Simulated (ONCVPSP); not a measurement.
An all-electron radial function and its pseudo partner (molybdenum (Mo))

Columns: radius, all-electron u(r) and pseudo u(r) of the 4p shell (level -38.46 eV) of molybdenum in the configuration [Ar] 3d10 4s2 4p6 4d5 5s1; Wu-Cohen, scalar-relativistic, ONCV scheme, ONCVPSP 4.0.1.

| r (bohr) | all-electron | pseudo |
| --- | --- | --- |
| 0.100 | 0.3061 | 0.0181 |
| 0.200 | -0.2311 | 0.0727 |
| 0.300 | -0.5296 | 0.1617 |
| 0.400 | -0.4123 | 0.2782 |
| 0.500 | -0.0861 | 0.4141 |
| 0.600 | 0.2752 | 0.5604 |
| 0.700 | 0.5821 | 0.7039 |
| 0.800 | 0.8047 | 0.8286 |
| 0.900 | 0.9425 | 0.9238 |
| 1.000 | 1.0081 | 0.9848 |
| 1.100 | 1.0181 | 1.0063 |
| 1.200 | 0.9886 | 0.9862 |
| 1.300 | 0.9336 | 0.9334 |
| 1.400 | 0.8635 | 0.8634 |
| 1.500 | 0.7863 | 0.7862 |
| 1.600 | 0.7074 | 0.7073 |
| 1.700 | 0.6304 | 0.6303 |
| 1.800 | 0.5575 | 0.5575 |
| 1.900 | 0.4901 | 0.4900 |
| 2.000 | 0.4287 | 0.4286 |
| 2.100 | 0.3735 | 0.3734 |
| 2.200 | 0.3242 | 0.3242 |
| 2.300 | 0.2807 | 0.2807 |
| 2.400 | 0.2424 | 0.2424 |
| 2.500 | 0.2090 | 0.2090 |
| 2.600 | 0.1798 | 0.1798 |

Q: How many radial nodes do the two functions have?

A: The all-electron 4p function has n − l − 1 = 2; the pseudo-wave has 0, since the states of the same l below it are removed with the core.

Q: At about which radius was the pseudo-wave matched?

A: 1.35 bohr, where the columns begin to agree (steps of 0.10 bohr).

Q: Is the pseudo-wave norm-conserving?

A: Yes: the ONCV scheme keeps the norm inside the radius equal to the all-electron one, which fixes the energy derivative of the logarithmic derivative at the level.
